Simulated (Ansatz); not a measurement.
`[F][GeH]([AlH2])[SiH3]`, relaxed with RKS PBE0-D4/def2-TZVP in Ansatz from a PBE-D4/def2-SVP geometry. The force threshold is 0.005 eV/Å; the program also tests the step.

Total charge 0; spin multiplicity 1.

Start:

```xyz
10

F     2.389    0.164   -0.053
Ge    0.736   -0.420   -0.380
Al   -0.079   -1.689    1.606
Si   -0.564    1.537   -0.914
H     0.859   -1.286   -1.678
H    -1.559   -2.300    1.527
H     0.806   -1.835    2.930
H    -0.012    2.285   -2.096
H    -1.971    1.088   -1.220
H    -0.607    2.456    0.277
```

| step | energy (eV) | largest force (eV/Å) | largest move (Å) |
| --- | --- | --- | --- |
| 1 | -73793.4871 | 0.427 | 0.000 |
| 2 | -73793.5059 | 0.264 | 0.053 |
| 3 (rejected) | -73793.5043 | 0.224 | 0.086 |
| 4 | -73793.5083 | 0.053 | 0.043 |
| 5 | -73793.5101 | 0.017 | 0.024 |
| 6 | -73793.5104 | 0.023 | 0.027 |
| 7 | -73793.5106 | 0.018 | 0.019 |
| 8 | -73793.5107 | 0.016 | 0.023 |
| 9 | -73793.5107 | 0.018 | 0.009 |
| 10 | -73793.5108 | 0.004 | 0.008 |

End:

```xyz
10

F     2.319    0.151   -0.063
Ge    0.675   -0.414   -0.368
Al   -0.071   -1.710    1.624
Si   -0.562    1.560   -0.924
H     0.806   -1.277   -1.649
H    -1.501   -2.396    1.574
H     0.844   -1.811    2.911
H     0.072    2.283   -2.056
H    -1.943    1.155   -1.306
H    -0.639    2.459    0.257
```

Hardware: 4 threads of an Arm Neoverse V1 on a shared host. Wall time 37 s, peak host memory 0.55 GiB.
